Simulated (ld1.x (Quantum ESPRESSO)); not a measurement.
# As, RRKJ: configuration errors across variants

* Element: As (Z = 33)
* Generator: ld1.x (Quantum ESPRESSO) 7.5
* Type: norm-conserving RRKJ (Kleinman–Bylander form)
* Functional: PBEsol
* Relativity: scalar-relativistic
* Frozen core: [Ar] 3d10
* Valence charge: 5
* Reference configuration: 4s2 4p3
* Partial waves: 4s (bound): rc 1.80 bohr; 4p (bound): rc 1.80 bohr; 4d channel at -0.15 Ry: rc 1.90 bohr
* Local potential: all-electron potential smoothed inside 1.50 bohr (lloc = -2)
* Core correction: none
* rho0: 0.005

All-electron excitation energies from the reference (eV): (1) 4s2 4p2 9.158; (2) 4s2 4p1 27.099; (3) 4s2 4p0 54.822; (4) 4s1 4p0 105.451; (5) 4s2 4p2.5 3.558; (6) 4s1 4p3 19.273; (7) 4s2 4p3.3 -1.234.

1 further variants failed, have other tests or too few solved ones, and are left out.

A true bound ghost makes a file unfit for plane-wave use even where its test errors are small: the radial tests pick states by their node count and pass the ghost by.

Errors AE − PS in meV (a dash: test not solved or not reliable):

| change | (1) | (2) | (3) | (4) | (5) | (6) | (7) | bound ghosts |
| --- | --- | --- | --- | --- | --- | --- | --- | --- |
| base | -3.3 | -16 | -36 | +85 | -0.9 | +5.6 | +0.1 | none |
| all radii scaled by about 0.85 (s 1.54, p 1.54, d 1.62 bohr); local potential all-electron potential smoothed inside 1.28 bohr (lloc = -2) | -3.2 | -18 | -50 | +57 | -0.9 | +11 | +0.1 | d |
| all radii scaled by about 1.06 (s 1.90, p 1.90, d 2.02 bohr); local potential all-electron potential smoothed inside 1.60 bohr (lloc = -2) | -3.1 | -14 | -25 | +95 | -0.9 | +4.2 | +0.1 | none |
| all radii scaled by about 1.25 (s 2.26, p 2.26, d 2.38 bohr); local potential all-electron potential smoothed inside 1.88 bohr (lloc = -2) | -3.3 | -15 | -29 | +73 | -0.9 | +0.3 | +0.1 | none |
| all radii scaled by about 1.36 (s 2.44, p 2.44, d 2.58 bohr); local potential all-electron potential smoothed inside 2.04 bohr (lloc = -2) | -4.2 | -22 | -56 | +22 | -1.1 | -0.3 | 0.0 | none |

Problem. Give the same row for: all radii scaled by about 1.18 (s 2.12, p 2.12, d 2.24 bohr); local potential all-electron potential smoothed inside 1.76 bohr (lloc = -2).

Solution. -3.0, -13, -21, +91, -0.9, +1.9, +0.1; bound ghosts: none.
